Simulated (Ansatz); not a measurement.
Geometry optimisation of CrS₂⁻.

```yaml
crystal:
  periodic: [false, false, false]
  atoms:
    - {symbol: Cr, position_ang: [-0.188068, 0.205438, 0.266777]}
    - {symbol: S, position_ang: [1.357953, 1.405377, -0.403706]}
    - {symbol: S, position_ang: [-1.169894, -1.610815, 0.136929]}
basis:
  gaussian: {orbitals: def2-TZVPD}
total_charge: -1
magnetization: {spin_polarized: true, initial_magnetization: 5}
hamiltonian: {xc: pbe0, dispersion: d4}
scf: {lower_state_search: "off"}
output: {orbitals: {seedname: orbitals}}
relax: {f_tol: 0.02, max_steps: 100}
```

```sh
$ ansatz run in.yaml --threads 4 --pin off --events-out ev --progress --plain --max-ram 3916MiB
```

Output, abridged:

```
Functional definition: PBE0
  name "PBE0"
  cite "Adamo & Barone, J. Chem. Phys. 110, 6158 (1999) doi:10.1063/1.478522"
  cite "Perdew, Burke & Ernzerhof, Phys. Rev. Lett. 77, 3865 (1996) doi:10.1103/PhysRevLett.77.3865"
  parent pbe
  parameter a = 0.25
  parameter kappa = 0.804
  parameter beta = 0.06672455060314922
  exchange = (1 - a)*pbe_x(kappa = kappa, mu = beta*pi^2/3) + a*exact_x
  correlation = pbe_c(beta = beta)
these checks for a lower state are left out or cut short: stability, starts, cluster_reference, orbital_swaps, neighbouring_geometries, increment
mean field -50081.14151963 eV, -1840.4480046295 hartree, gradient 6.2e-6 eV, S^2 8.824333; 0 other end points of the search recorded, 0 dependent functions left out
the calculation of the forces begins
relax step   1: F+E_penalty+E_count = -50081.23512574 eV  Δ(F+E_penalty+E_count) = +0.000e0 eV  max|allowed force component| = 1.753e0 eV/Å  Δτ_max = 0.0000 Å  (23 SCF iters, accepted)
these checks for a lower state are left out or cut short: stability, starts, cluster_reference, orbital_swaps, neighbouring_geometries, increment
mean field -50081.38457227 eV, -1840.4569366493 hartree, gradient 8.6e-6 eV, S^2 8.833260; 0 other end points of the search recorded, 0 dependent functions left out
the calculation of the forces begins
relax step   2: F+E_penalty+E_count = -50081.47452375 eV  Δ(F+E_penalty+E_count) = -2.394e-1 eV  max|allowed force component| = 3.871e-1 eV/Å  Δτ_max = 0.1001 Å  (33 SCF iters, accepted)
these checks for a lower state are left out or cut short: stability, starts, cluster_reference, orbital_swaps, neighbouring_geometries, increment
mean field -50081.41070846 eV, -1840.4578971365 hartree, gradient 2.9e-6 eV, S^2 8.832990; 0 other end points of the search recorded, 0 dependent functions left out
the calculation of the forces begins
relax step   3: F+E_penalty+E_count = -50081.50015845 eV  Δ(F+E_penalty+E_count) = -2.563e-2 eV  max|allowed force component| = 1.432e-1 eV/Å  Δτ_max = 0.0459 Å  (33 SCF iters, accepted)
these checks for a lower state are left out or cut short: stability, starts, cluster_reference, orbital_swaps, neighbouring_geometries, increment
mean field -50081.44424382 eV, -1840.4591295384 hartree, gradient 2.5e-6 eV, S^2 8.829826; 0 other end points of the search recorded, 0 dependent functions left out
the calculation of the forces begins
relax step   4: F+E_penalty+E_count = -50081.53581848 eV  Δ(F+E_penalty+E_count) = -3.566e-2 eV  max|allowed force component| = 1.121e-1 eV/Å  Δτ_max = 0.1437 Å  (44 SCF iters, accepted)
these checks for a lower state are left out or cut short: stability, starts, cluster_reference, orbital_swaps, neighbouring_geometries, increment
mean field -50081.44511775 eV, -1840.4591616547 hartree, gradient 1.2e-6 eV, S^2 8.835230; 0 other end points of the search recorded, 0 dependent functions left out
the calculation of the forces begins
relax step   5: F+E_penalty+E_count = -50081.54078904 eV  Δ(F+E_penalty+E_count) = -4.971e-3 eV  max|allowed force component| = 5.205e-1 eV/Å  Δτ_max = 0.1985 Å  (41 SCF iters, accepted)
these checks for a lower state are left out or cut short: stability, starts, cluster_reference, orbital_swaps, neighbouring_geometries, increment
mean field -50081.46917019 eV, -1840.4600455655 hartree, gradient 3.1e-6 eV, S^2 8.829580; 0 other end points of the search recorded, 0 dependent functions left out
the calculation of the forces begins
relax step   6: F+E_penalty+E_count = -50081.56568718 eV  Δ(F+E_penalty+E_count) = -2.490e-2 eV  max|allowed force component| = 1.317e-1 eV/Å  Δτ_max = 0.0246 Å  (29 SCF iters, accepted)
these checks for a lower state are left out or cut short: stability, starts, cluster_reference, orbital_swaps, neighbouring_geometries, increment
mean field -50081.47285629 eV, -1840.4601810272 hartree, gradient 2.1e-6 eV, S^2 8.828899; 0 other end points of the search recorded, 0 dependent functions left out
the calculation of the forces begins
relax step   7: F+E_penalty+E_count = -50081.57123585 eV  Δ(F+E_penalty+E_count) = -5.549e-3 eV  max|allowed force component| = 1.886e-2 eV/Å  Δτ_max = 0.0628 Å  (30 SCF iters, accepted)
these checks for a lower state are left out or cut short: stability, starts, cluster_reference, orbital_swaps, neighbouring_geometries, increment
mean field -50081.47295166 eV, -1840.4601845318 hartree, gradient 1.9e-6 eV, S^2 8.830222; 0 other end points of the search recorded, 0 dependent functions left out
the calculation of the forces begins
relax step   8: F+E_penalty+E_count = -50081.57304634 eV  Δ(F+E_penalty+E_count) = -1.810e-3 eV  max|allowed force component| = 1.602e-2 eV/Å  Δτ_max = 0.0646 Å  (30 SCF iters, accepted)
Total energy: -50081.57307885 eV, -1840.4638641382 hartree
Atom 0 at    -0.423748     0.462884     0.601094 Å, force     0.009065    -0.009902    -0.012859 eV/Å
Atom 1 at     1.333888     1.107335    -0.540515 Å, force    -0.013808    -0.006116     0.008413 eV/Å
Atom 2 at    -0.910149    -1.570218    -0.060579 Å, force     0.004743     0.016018     0.004446 eV/Å
Dipole moment:    -0.443172     0.484102     0.628651 e Å
Checks for a lower state left out: stability, starts, cluster_reference, orbital_swaps, neighbouring_geometries, increment
```

Hardware: 4 threads of Intel Xeon 6975P-C on a shared host. Wall time 12 s.

The relaxation made no stability test and no search for a lower SCF solution. At PBE0-D4/def2-TZVPD a quartet of charge -1 lies 1.56 eV below the sextet, each at its own geometry. That quartet is doubtful there (⟨S²⟩ 4.23, where a pure state has 3.75). The structure comes from a short search, and lower isomers may exist.
